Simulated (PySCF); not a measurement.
# CsSe and its ions

UHF-CCSD(T); Cs def2-SVP with ECP46, Se def2-SVP; scalar-relativistic core potentials (PySCF 2.14). Neutral (UHF): doublet (π ↑), Re = 3.301 Å, ωe = 138 cm⁻¹, De = 2.02 eV.

CsSe⁺ (UHF): triplet (π ↑↑), Re = 3.910 Å, ωe = 58.8 cm⁻¹, De = 0.31 eV to Cs⁺ + Se. The energies at the minima are -2419.70347 hartree for CsSe and -2419.50181 for CsSe⁺.

(1) Work out the adiabatic ionisation energy, without and with harmonic zero-point energies (1 hartree = 27.2114 eV, 1 eV = 8065.5 cm⁻¹), and the change of the bond length.

Correlated steps freeze 9 core orbitals. Weak bonds: CsSe⁺. Basis-set superposition, not corrected here, can be much of De in a small basis, most of all at correlated wavefunction levels. These are scalar-relativistic numbers at best; spin–orbit coupling would shift them, the dissociation energy most. For an ion De counts to the pair picked by the measured ionisation energies or electron affinities, which need not be the lowest pair at this level. States were picked by a PBE0 search and need not be the measured ground states.

Answers

(1) At UHF-CCSD(T): 0.20166 hartree = 5.487 eV between the minima; the zero-point term (58.8 − 138.0)/2 cm⁻¹ = -0.005 eV makes it 5.483 eV. Re changes by +60.9 pm against the neutral. The electron leaves a π orbital, and the ion is left as a loose complex of an ion and an atom.
